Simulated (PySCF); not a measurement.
Isomers of C4H12OSi3, mass 160.020 u with the commonest isotopes. Computed with PBE0/pcSseg-1 in PySCF (dipole) on a GFN2-xTB geometry, gas phase. One conformer each, none proved a minimum here; rigid rotors.

**Question.** Order these by dipole moment, largest first.
A. `[O:1]=[CH:2][Si@@H:3]1[CH2:4][C@@H:5]([CH2:6][SiH3:7])[SiH2:8]1` with O1–C2–Si3–C4 -152°, C4–C5–C6–Si7 -61°, C2–Si3–C4–C5 -96°, Si3–C4–C5–C6 -143°, C4–C5–Si8–Si3 14°, C2–Si3–Si8–C5 97°
B. `[CH2:1]=[C:2]1[CH2:3][CH2:4][SiH2:5][O:6][SiH2:7][SiH2:8]1` with C1–C2–C3–C4 123°, C2–C3–C4–Si5 -49°, C3–C4–Si5–O6 84°, C4–Si5–O6–Si7 -17°
C. `[CH2:1]=[C:2]1[CH2:3][SiH2:4][O:5][Si@H:6]([CH3:7])[SiH2:8]1` with C1–C2–C3–Si4 -101°, C2–C3–Si4–O5 -50°, C3–Si4–O5–Si6 20°, Si4–O5–Si6–C7 113°

**Answer.** A (2.66 D), B (1.31 D), C (0.65 D).

**Question.** Order these by rotational constant B, largest first.
A. `[O:1]=[CH:2][Si@@H:3]1[CH2:4][C@@H:5]([CH2:6][SiH3:7])[SiH2:8]1` with O1–C2–Si3–C4 -152°, C4–C5–C6–Si7 -61°, C2–Si3–C4–C5 -96°, Si3–C4–C5–C6 -143°, C4–C5–Si8–Si3 14°, C2–Si3–Si8–C5 97°
B. `[CH2:1]=[C:2]1[CH2:3][SiH2:4][O:5][Si@H:6]([CH3:7])[SiH2:8]1` with C1–C2–C3–Si4 -101°, C2–C3–Si4–O5 -50°, C3–Si4–O5–Si6 20°, Si4–O5–Si6–C7 113°
C. `[CH2:1]=[CH:2][SiH2:3][C:4]([SiH3:5])([SiH3:6])[CH:7]=[O:8]` with C1–C2–Si3–C4 125°, C2–Si3–C4–Si5 62°, Si3–C4–C7–O8 1°
D. `[CH2:1]=[C:2]1[CH2:3][CH2:4][SiH2:5][O:6][SiH2:7][SiH2:8]1` with C1–C2–C3–C4 123°, C2–C3–C4–Si5 -49°, C3–C4–Si5–O6 84°, C4–Si5–O6–Si7 -17°

**Answer.** D (1275 MHz), B (1101 MHz), C (868.4 MHz), A (538.3 MHz).

**Question.** Order these by rotational constant C, largest first.
A. `[O:1]=[CH:2][Si@@H:3]1[CH2:4][C@@H:5]([CH2:6][SiH3:7])[SiH2:8]1` with O1–C2–Si3–C4 -152°, C4–C5–C6–Si7 -61°, C2–Si3–C4–C5 -96°, Si3–C4–C5–C6 -143°, C4–C5–Si8–Si3 14°, C2–Si3–Si8–C5 97°
B. `[CH2:1]=[C:2]1[CH2:3][CH2:4][SiH2:5][O:6][SiH2:7][SiH2:8]1` with C1–C2–C3–C4 123°, C2–C3–C4–Si5 -49°, C3–C4–Si5–O6 84°, C4–Si5–O6–Si7 -17°
C. `[CH2:1]=[C:2]1[CH2:3][SiH2:4][O:5][Si@H:6]([CH3:7])[SiH2:8]1` with C1–C2–C3–Si4 -101°, C2–C3–Si4–O5 -50°, C3–Si4–O5–Si6 20°, Si4–O5–Si6–C7 113°

**Answer.** B (822.9 MHz), C (771.6 MHz), A (472.3 MHz).

| SMILES | point group | Ia (u·Å²) | Ib (u·Å²) | Ic (u·Å²) | κ | μa (D) | μb (D) | μc (D) |
| --- | --- | --- | --- | --- | --- | --- | --- | --- |
| C=C1CC[SiH2]O[SiH2][SiH2]1 | C1 | 378.11 | 396.43 | 614.17 | 0.76 | 1.08 | 0.61 | 0.43 |
| C=C1C[SiH2]O[Si@H](C)[SiH2]1 | C1 | 345.16 | 459.00 | 654.96 | -0.05 | 0.28 | 0.40 | 0.43 |
| O=C[Si@@H]1C[C@@H](C[SiH3])[SiH2]1 | C1 | 220.23 | 938.80 | 1069.95 | -0.93 | 2.52 | 0.86 | 0.00 |
| C=C[SiH2]C([SiH3])([SiH3])C=O | C1 | 380.70 | 581.95 | 621.06 | -0.79 | 0.11 | 2.62 | 0.05 |
